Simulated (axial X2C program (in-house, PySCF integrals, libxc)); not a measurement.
**Excited states of BeSe by EOM-EE-CCSD**

Computed with an in-house all-electron X2C program for linear molecules (integrals from PySCF): two-component X2C with atomic mean-field Coulomb and Gaunt terms, Gaussian nuclei, basis Se dyall-acv3z, Be dyall-acv3z with contracted cores.

R = 1.862 Å (near the PBE0 minimum at charge 0 of the determinant lowest at the starting distance; the state shown can have its own minimum elsewhere).

Hartree–Fock spinors of BeSe (one of each Kramers pair; a window near the gap, which can cut inner shells):

| ω | occupied | ε (eV) | character |
| --- | --- | --- | --- |
| 1/2 | yes | -23.04 | 62% Se s, 16% Be p, 11% Be s |
| 1/2 | yes | -11.04 | 66% Se p, 18% Be s, 5% Se s |
| 1/2 | yes | -8.84 | 66% Se p, 21% Be p, 8% Be d |
| 3/2 | yes | -8.60 | 65% Se p, 23% Be p, 7% Be d |
| 1/2 | no | -1.56 | 43% Be p, 38% Be s, 9% Se p |
| 1/2 | no | 0.34 | 82% Be p, 16% Be s |
| 1/2 | no | 0.45 | 96% Be p, 3% Be d |
| 3/2 | no | 0.45 | 96% Be p, 3% Be d |
| 1/2 | no | 0.99 | 71% Be s, 21% Be p, 3% Be d |
| 1/2 | no | 1.40 | 62% Be p, 23% Be d, 10% Se d |

Vertical excitation energies from the closed-shell determinant state of BeSe:

```json
{"Ω": "2", "excitation (eV)": "0.886", "cm⁻¹": "7145", "hole of the leading pair": "65% Se pπ, 23% Be pπ, 7% Be dπ", "particle of the leading pair": "43% Be pσ, 34% Be sσ, 11% Se pσ", "weight of the pair (for Ω = 0 its time-reversed partner can hold as much again)": "0.91", "singles weight": "0.92"}
{"Ω": "1", "excitation (eV)": "0.944", "cm⁻¹": "7613", "hole of the leading pair": "65% Se pπ, 23% Be pπ, 7% Be dπ", "particle of the leading pair": "43% Be pσ, 34% Be sσ, 11% Se pσ", "weight of the pair (for Ω = 0 its time-reversed partner can hold as much again)": "0.75", "singles weight": "0.92"}
{"Ω": "0⁻", "excitation (eV)": "1.066", "cm⁻¹": "8597", "hole of the leading pair": "65% Se pπ, 21% Be pπ, 8% Be dπ", "particle of the leading pair": "43% Be pσ, 34% Be sσ, 11% Se pσ", "weight of the pair (for Ω = 0 its time-reversed partner can hold as much again)": "0.46", "singles weight": "0.92"}
{"Ω": "0⁺", "excitation (eV)": "1.087", "cm⁻¹": "8770", "hole of the leading pair": "66% Se pπ, 21% Be pπ, 8% Be dπ", "particle of the leading pair": "43% Be pσ, 34% Be sσ, 11% Se pσ", "weight of the pair (for Ω = 0 its time-reversed partner can hold as much again)": "0.46", "singles weight": "0.92"}
{"Ω": "1", "excitation (eV)": "1.208", "cm⁻¹": "9744", "hole of the leading pair": "65% Se pπ, 21% Be pπ, 8% Be dπ", "particle of the leading pair": "44% Be pσ, 34% Be sσ, 11% Se pσ", "weight of the pair (for Ω = 0 its time-reversed partner can hold as much again)": "0.75", "singles weight": "0.90"}
{"Ω": "0⁻", "excitation (eV)": "2.505", "cm⁻¹": "20201", "hole of the leading pair": "66% Se pσ, 19% Be sσ", "particle of the leading pair": "43% Be pσ, 34% Be sσ, 12% Se pσ", "weight of the pair (for Ω = 0 its time-reversed partner can hold as much again)": "0.42", "singles weight": "0.94"}
{"Ω": "1", "excitation (eV)": "2.508", "cm⁻¹": "20228", "hole of the leading pair": "66% Se pσ, 19% Be sσ", "particle of the leading pair": "43% Be pσ, 34% Be sσ, 12% Se pσ", "weight of the pair (for Ω = 0 its time-reversed partner can hold as much again)": "0.85", "singles weight": "0.94"}
{"Ω": "0⁺", "excitation (eV)": "3.482", "cm⁻¹": "28083", "hole of the leading pair": "66% Se pσ, 19% Be sσ", "particle of the leading pair": "46% Be pσ, 34% Be sσ, 10% Se pσ", "weight of the pair (for Ω = 0 its time-reversed partner can hold as much again)": "0.40", "singles weight": "0.89"}
{"Ω": "0⁻", "excitation (eV)": "3.838", "cm⁻¹": "30952", "hole of the leading pair": "65% Se pπ, 23% Be pπ, 7% Be dπ", "particle of the leading pair": "50% Be pπ, 20% Se dπ, 13% Se pπ", "weight of the pair (for Ω = 0 its time-reversed partner can hold as much again)": "0.28", "singles weight": "0.93"}
{"Ω": "1", "excitation (eV)": "3.841", "cm⁻¹": "30976", "hole of the leading pair": "65% Se pπ, 23% Be pπ, 7% Be dπ", "particle of the leading pair": "51% Be pπ, 20% Se dπ, 13% Be dπ", "weight of the pair (for Ω = 0 its time-reversed partner can hold as much again)": "0.54", "singles weight": "0.93"}
```

This point took 11 s on 1 thread of AMD EPYC 9R14 (Zen 4), with other jobs on the host.

Reference electrons by ω block (each with its −ω partner): 1/2: 13, 3/2: 5, 5/2: 1. 8 electrons of BeSe correlated (inner shells frozen), 88 natural virtual spinors (a truncated set); levels can be off by some tenths of an eV. Roots sought by Ω: (0: 5, 1: 4, 2: 3, 3: 1); rows need 60 % singles weight and stop where some Ω has no more roots. Missing are any skipped roots, higher Ω and states of a further excitation; these come out far too high here and may in truth be low or lowest. T1 of the reference 0.028 (Lee–Taylor). Number of frozen shells: Se 3 s, 2 p, 1 d; Be 1 s. Large amplitudes in the reference (orbital relaxation or multireference character) lower the reliability.
